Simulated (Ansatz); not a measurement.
One geometry of Zn12S12 (started as a model of: (ZnS)12 cage of four- and six-membered rings), several levels of theory.

```yaml
crystal:
  periodic: [false, false, false]
  atoms:
    - {symbol: S, position_ang: [2.450988, 0.016795, -3.041861]}
    - {symbol: S, position_ang: [-0.734891, -1.100467, -4.548106]}
    - {symbol: S, position_ang: [-1.210637, 2.266282, -3.405177]}
    - {symbol: S, position_ang: [1.735160, 2.932440, -0.570424]}
    - {symbol: S, position_ang: [2.625230, -0.762302, 0.874466]}
    - {symbol: S, position_ang: [0.610570, -3.417945, -1.588798]}
    - {symbol: S, position_ang: [-2.623891, -0.764811, -0.876212]}
    - {symbol: S, position_ang: [-0.604649, -3.422611, 1.580977]}
    - {symbol: S, position_ang: [-1.740301, 2.928148, 0.577100]}
    - {symbol: S, position_ang: [1.206722, 2.260589, 3.410303]}
    - {symbol: S, position_ang: [-2.450964, 0.005608, 3.041913]}
    - {symbol: S, position_ang: [0.736855, -1.109569, 4.545593]}
    - {symbol: Zn, position_ang: [0.512521, 0.842536, -3.976546]}
    - {symbol: Zn, position_ang: [0.899317, -1.729173, -3.033891]}
    - {symbol: Zn, position_ang: [-1.810071, 0.051131, -2.848947]}
    - {symbol: Zn, position_ang: [-0.454715, 2.750074, -1.343399]}
    - {symbol: Zn, position_ang: [2.205365, 0.718195, -0.869283]}
    - {symbol: Zn, position_ang: [1.255759, -2.533360, 0.469142]}
    - {symbol: Zn, position_ang: [-1.251371, -2.534419, -0.474937]}
    - {symbol: Zn, position_ang: [-2.206632, 0.712408, 0.870944]}
    - {symbol: Zn, position_ang: [0.449883, 2.747773, 1.349658]}
    - {symbol: Zn, position_ang: [1.809988, 0.047745, 2.849039]}
    - {symbol: Zn, position_ang: [-0.896266, -1.737661, 3.029953]}
    - {symbol: Zn, position_ang: [-0.513939, 0.832574, 3.978494]}
basis:
  gaussian: {orbitals: def2-TZVP, fitting: {mean_field: def2-universal-jkfit}, initial_orbitals: start.molden}
hamiltonian: {xc: pbe, dispersion: d4}
scf: {omitted_lower_state_checks: [starts]}
output: {orbitals: {seedname: orbitals}}
```

The file start.molden holds the orbitals of an earlier run on this structure, at another level or in another basis.

```sh
$ ansatz run in.yaml --threads 4 --pin off --events-out ev --progress --plain --max-ram 46080MiB --backend cuda --devices 0, --max-vram 37GiB
```

Output, abridged:

```
Functional definition: PBE
4704 factors; integrals over basis functions are off by at most 2.7e-1 eV
mean field evaluation 1: about -710932.6849 eV, gradient 4.4e2 eV
mean field evaluation 2: about -710952.8970 eV, gradient 2.9e1 eV
mean field evaluation 4: about -710956.1342 eV, gradient 4.1e-2 eV
mean field -710956.14117701 eV, -26127.1562848744 hartree, gradient 6.2e-5 eV, S^2 0.000000; 0 other end points of the search recorded, 0 dependent functions left out
reference -710956.14125678 eV, -26127.1562878060 hartree; 276, 276 occupied and 744, 744 virtual orbitals, 4704 factors
Total energy: -710959.16414975 eV, -26127.2673770735 hartree
Checks for a lower state left out: starts
```

It took 8 s on 4 threads of AMD EPYC 7R13 on a shared host and a share (37 GiB) of an NVIDIA H100 80GB HBM3, peak host memory 1.4 GiB.

The first input with `gaussian: {orbitals: STO-3G}`, `hamiltonian: {xc: hf}` (abridged; 27 s):

```
Functional definition: HF
mean field evaluation 16: about -702202.6603 eV, gradient 6.3e0 eV
mean field evaluation 32: about -702208.6842 eV, gradient 8.1e-1 eV
mean field -702208.95086833 eV, -25805.7029700888 hartree, gradient 1.1e-5 eV, S^2 0.000000
Total energy: -702208.95086833 eV, -25805.7029700888 hartree
Checks for a lower state left out: starts
```

First input, but with `gaussian: {orbitals: def2-SVP, fitting: {mean_field: def2-universal-jkfit}, initial_orbitals: start.molden}`, `hamiltonian: {xc: hf}` (abridged; 7.5 s):

```
Functional definition: HF
mean field -710238.68788031 eV, -26100.7903625278 hartree, gradient 7.7e-5 eV, S^2 0.000000
Total energy: -710238.68788031 eV, -26100.7903625278 hartree
Checks for a lower state left out: starts
```

First input, but with `gaussian: {orbitals: def2-SVP, fitting: {mean_field: def2-universal-jkfit}, initial_orbitals: start.molden}`, `hamiltonian: {xc: pbe0, dispersion: d4}` (abridged; 7.5 s):

```
Functional definition: PBE0
mean field -710846.49294184 eV, -26123.1267865542 hartree, gradient 2.8e-5 eV, S^2 0.000000
Total energy: -710849.25774840 eV, -26123.2283913211 hartree
Checks for a lower state left out: starts
```

The first input with `gaussian: {orbitals: def2-SVP, fitting: {mean_field: def2-universal-jkfit}, initial_orbitals: start.molden}`, `hamiltonian: {xc: r2scan, dispersion: d4}` (abridged; 7.5 s):

```
Functional definition: r2SCAN
mean field -710961.03591656 eV, -26127.3361632352 hartree, gradient 6.8e-6 eV, S^2 0.000000
Total energy: -710961.90447456 eV, -26127.3680821528 hartree
Checks for a lower state left out: starts
```

First input, but with `gaussian: {orbitals: def2-SVP, fitting: {mean_field: def2-universal-jkfit}, initial_orbitals: start.molden}`, `output: {forces: true, orbitals: {seedname: orbitals}}` (abridged; 7.5 s):

```
Functional definition: PBE
mean field -710825.95093339 eV, -26122.3718816674 hartree, gradient 3.2e-5 eV, S^2 0.000000
Total energy: -710828.97392764 eV, -26122.4829746573 hartree
Atom 0 force    -0.003570    -0.003378     0.000407 eV/Å
Atom 1 force     0.010547     0.005185     0.009827 eV/Å
Atom 2 force    -0.000210    -0.000160    -0.004781 eV/Å
Atom 3 force    -0.003191    -0.008931    -0.005828 eV/Å
Atom 4 force    -0.000519    -0.007875     0.004547 eV/Å
Atom 5 force    -0.001028     0.004308     0.007865 eV/Å
Atom 6 force     0.000498    -0.007860    -0.004570 eV/Å
Atom 7 force     0.000951     0.004327    -0.007814 eV/Å
Atom 8 force     0.003201    -0.008956     0.005830 eV/Å
Atom 9 force     0.000231    -0.000140     0.004776 eV/Å
Atom 10 force     0.003550    -0.003435    -0.000423 eV/Å
Atom 11 force    -0.010629     0.005151    -0.009767 eV/Å
Atom 12 force    -0.006367    -0.006772    -0.001623 eV/Å
Atom 13 force    -0.003033     0.008479     0.001513 eV/Å
Atom 14 force    -0.003628    -0.000920     0.003193 eV/Å
Atom 15 force     0.008096    -0.001108     0.006213 eV/Å
Atom 16 force    -0.002932     0.012062     0.000788 eV/Å
Atom 17 force     0.000411    -0.000886     0.002628 eV/Å
Atom 18 force    -0.000313    -0.000961    -0.002623 eV/Å
Atom 19 force     0.002955     0.012080    -0.000784 eV/Å
Atom 20 force    -0.008059    -0.001082    -0.006192 eV/Å
Atom 21 force     0.003679    -0.000855    -0.003231 eV/Å
Atom 22 force     0.002975     0.008556    -0.001514 eV/Å
Atom 23 force     0.006385    -0.006831     0.001562 eV/Å
Dipole moment:    -0.000125     0.115405     0.000162 e Å
Checks for a lower state left out: starts
```

As the first input, with `gaussian: {orbitals: def2-SVP, initial_orbitals: start.molden}`, `correlation: {method: mp2, frozen_orbitals: {S: 5, Zn: 9}}` and without the key `hamiltonian` (abridged; 9.5 s):

```
Functional definition: HF
mean field -710238.72799921 eV, -26100.7918368705 hartree, gradient 8.4e-6 eV, S^2 0.000000
168 core orbitals not correlated: weight in the atoms' cores, before any rotation towards them, 1.000 or more for the frozen orbitals, at most 0.000 for the correlated occupied ones
second order -139.33896907 eV of doubles, -0.00000000 eV of singles
Total energy: -710378.06696829 eV, -26105.9124495366 hartree
Checks for a lower state left out: starts
```

Geometry: PBE-D4/def2-SVP.

Correlated methods freeze 168 core orbitals. Single mean-field runs in def2-SVP, def2-TZVP are fitted with def2-universal-jkfit. Another isomer (singlet) lies 0.94 eV lower at PBE0-D4/def2-TZVP; other spin states weren't run for this one.
